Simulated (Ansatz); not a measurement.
Two isomers of C3H8SSi: A = `CC[Si]SC`, B = `C=CS[SiH2]C`.

Computed with Ansatz on PBE0-D4/def2-TZVP structures; ΔE is electronic, products minus reactants. CCSD(T)/CBS is the MP2 limit (def2-TZVPP, def2-QZVPP) plus CCSD(T) − MP2 in def2-TZVPP, frozen cores. Functionals use def2-TZVPP. Each species was taken in one conformer, which may not be the lowest.

**Question.** Which isomer does CCSD(T)/CBS put lower? Give the gap. (Estimate.)

**Answer.** Computed: B, by 12.3 kcal/mol.

**Question.** Give E(B) − E(A) in kcal/mol with CCSD/def2-TZVPP, PBE-D4, B2PLYP, PBE0-D4, CCSD(T)/def2-SVP, LDA (SPW92), ωB97M-V. (Best estimate.)

**Answer.** The calculation gave: CCSD/def2-TZVPP -12.3, PBE-D4 -9.2, B2PLYP -13.3, PBE0-D4 -10.4, CCSD(T)/def2-SVP -10.3, LDA (SPW92) -7.8, ωB97M-V -10.6. None reverses the order clearly.

**Question.** Does the order hold for the free energy at 298.15 K (harmonic terms from PBE0-D4)? (Estimate.)

**Answer.** Computed: Yes: G(B) − G(A) = -16.8 kcal/mol, for one conformer each. Modes under 60 cm⁻¹, often nearly free rotors, make the harmonic entropy too high.

Largest T1 diagnostic: 0.014.

From BLYP to BHLYP (50 % exact exchange), in def2-TZVPP and without D4, E(B) − E(A) moves by −1.7 kcal/mol. Leaving LDA and LC-ωPBE aside and taking each functional with its dispersion term where it has one, the values, not all of them listed here, spread over 4.5 kcal/mol, from r2SCAN-D4 to revPBE-D4. LDA lies +2.3 kcal/mol from PBE without D4.
